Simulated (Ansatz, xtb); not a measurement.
# GeH6NSi+: where a starting geometry ends

The starting geometry of this gas-phase singlet has its atoms placed at random.

```xyz
9

Ge    0.6053    0.9375   -0.0967
N    -1.0030   -1.4625    0.1556
Si    0.0541   -1.8975   -1.3845
H     1.6603   -0.8436   -1.3051
H     1.6542   -0.8511    0.2917
H     0.1910   -0.6839   -2.3311
H     0.4693    0.6942   -1.6111
H     0.2556    1.6853    1.4569
H     0.9213   -2.0766    0.0586
```

Question: Guess where an optimisation with r2SCAN-D4/def2-SVP ends from this start.

Answer: It ends as a structure with H7 bridging Ge1 and Si3, given below by its coordinates. Distances that change by over a tenth: Ge1–H7 (1.54 → 1.75 Å), Ge1–H8 (1.76 → 1.52 Å), N2–Si3 (1.92 → 1.71 Å). Contacts that open: Si3–H9 (1.69 → 2.54 Å). Contacts that close: Ge1–N2 (2.90 → 1.83 Å), Ge1–Si3 (3.16 → 2.59 Å), Ge1–H5 (2.11 → 1.52 Å), N2–H9 (2.02 → 1.02 Å), Si3–H4 (1.92 → 1.48 Å), Si3–H7 (2.63 → 1.69 Å).

The energy falls by 13.22 eV over 16 steps:

| step | E − E(last) (eV) |
| --- | --- |
| 1 | 13.219 |
| 3 | 7.995 |
| 4 | 5.290 |
| 6 | 2.107 |
| 8 | 0.739 |
| 9 | 0.391 |
| 11 | 0.088 |
| 13 | 0.009 |
| 14 | 0.001 |
| 16 | 0.000 |

Final geometry (Å):

```xyz
9

Ge    0.7113    0.3205    0.4979
N     0.1464   -1.3516    0.0278
Si    0.4441   -1.1153   -1.6412
H     1.6613   -1.6913   -2.2561
H     2.1247    0.4535    1.0491
H    -0.6848   -0.8159   -2.5507
H     0.9713    0.4370   -1.2264
H    -0.3566    1.3795    0.7374
H    -0.2096   -2.1146    0.5966
```

From the same start GFN2-xTB ends elsewhere, at `[SiH2]=[NH+][GeH3]`.

From so rough a start the end depends on the optimiser's path, so another program may land elsewhere. The end wasn't checked by frequencies. Run with Ansatz 0.2.0, 17 s on 2 threads of Intel(R) Xeon(R) 6975P-C (Granite Rapids) (shared host).
